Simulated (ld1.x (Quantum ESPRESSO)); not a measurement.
**Rb: one change to a TM potential, before and after**

* Element: rubidium (Rb)
* Generator: ld1.x (Quantum ESPRESSO) 7.5
* Type: norm-conserving Troullier–Martins (Kleinman–Bylander form)
* Functional: PW91
* Relativity: fully relativistic
* Frozen core: [Kr]
* Valence charge: 1
* Reference configuration: 4d1 5s0 5p0
* Partial waves: 5p (bound, empty): rc 3.60 bohr; 4d (bound): rc 4.20 bohr; 5s (bound, empty): rc 3.85 bohr
* Local potential: the s channel
* Core correction: Bessel-smoothed model core, default radius (core density twice the valence density)

Open shells are filled in proportion to 2j + 1 (rel_dist='average').

Change: functional Wu–Cohen.

Cutoffs: the cutoffs (Ry, on a coarse ladder) from which the occupation-weighted sum of valence levels, in a spherical-Bessel basis at the reference potential, stays within 10 and 1 mRy of its value at 400 Ry; they do not see the model core or the augmentation charge, which bear on the density cutoff. Errors are all-electron minus pseudo energies relative to the spin-unpolarised reference configuration.

Q: What does the change do?

A: Both files are so soft that the ladder of cutoffs tells neither apart; both files keep a bound ghost (p); of the 4 tests that both files solve, the error grows in 4 and shrinks in 0 by more than 15 % and 0.3 meV (median size 1.1 → 2.0 meV).

```csv
quantity,base,changed
"cutoff, loose",6 Ry,6 Ry
"cutoff, tight",8 Ry,8 Ry
bound ghosts,"p1/2, p3/2","p1/2, p3/2"
"error for 4d0 5s1 5p0, meV [ΔE -2.23 → -2.17 eV]",+3.0,+7.1
"error for 4d0 5s0.5 5p0, meV [ΔE -0.65 → -0.64 eV]",+0.5,+1.8
"error for 4d0 5s0 5p1, meV [ΔE -0.72 eV]",-1.3,-2.0
"error for 4d0.5 5s0.5 5p0, meV [ΔE -1.12 → -1.07 eV]",+0.8,+1.9
s: phases at 4.57 bohr within 0.05 rad from the reference energy up to (Ry; the scan ends near 5),0.8,0.8
p1/2: phases at 4.57 bohr within 0.05 rad from the reference energy up to (Ry; the scan ends near 5),n/a,1.0
p3/2: phases at 4.57 bohr within 0.05 rad from the reference energy up to (Ry; the scan ends near 5),0.9,0.8
d3/2: phases at 4.57 bohr within 0.05 rad from the reference energy up to (Ry; the scan ends near 5),0.5,0.5
d5/2: phases at 4.57 bohr within 0.05 rad from the reference energy up to (Ry; the scan ends near 5),0.5,0.5
```

Changed file: These tests converged, but a pseudo level misses the all-electron one widely, so the file describes the atom poorly there or has found another state: 4d0 5s1 5p0: empty 4d by 17.4 eV. A true bound ghost makes a file unfit for plane-wave use even where its test errors are small: the radial tests pick states by their node count and pass the ghost by.
